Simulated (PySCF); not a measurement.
These 2 structures share the formula C2H5ClOSi. The calculation used PBE0-D3(BJ)/def2-SVP geometry optimisation, gas phase in PySCF 2.14.0. Energies are electronic, without zero-point or thermal terms, for one conformer each. No frequencies were run at this level. Point groups hold within 0.08 Å.

Question: Order them by energy at this level, lowest first, and give relative energies in kcal/mol.
A. `[CH2:1]=[C:2]([Cl:3])[O:4][SiH3:5]` with C1–C2–O4–Si5 -179°
B. `[SiH3:1][O:2]/[CH:3]=[CH:4]/[Cl:5]` with Si1–O2–C3–C4 174°

Answer: A (0.0), B (5.6).

| SMILES | E (Eh) | E rel (kcal/mol) | dipole (D) | point group | A, B, C (MHz) |
| --- | --- | --- | --- | --- | --- |
| C=C(Cl)O[SiH3] | -903.34039 | 0.0 | 0.75 | Cs | 4947, 2304, 1602 |
| [SiH3]O/C=C/Cl | -903.33143 | 5.6 | 2.03 | near Cs | 22864, 960.6, 932.3 |

How do the relative energies change in single points at KT2/pcSseg-2 (no added dispersion term) on the same geometries?

```json
{"SMILES": "C=C(Cl)O[SiH3]", "PBE0-D3(BJ)/def2-SVP (kcal/mol)": "0.0", "KT2/pcSseg-2 (kcal/mol)": "0.0", "shift": "0.0"}
{"SMILES": "[SiH3]O/C=C/Cl", "PBE0-D3(BJ)/def2-SVP (kcal/mol)": "5.6", "KT2/pcSseg-2 (kcal/mol)": "5.3", "shift": "-0.3"}
```

Each column counts from its own lowest isomer. The order is unchanged; the largest shift is 0.3 kcal/mol.
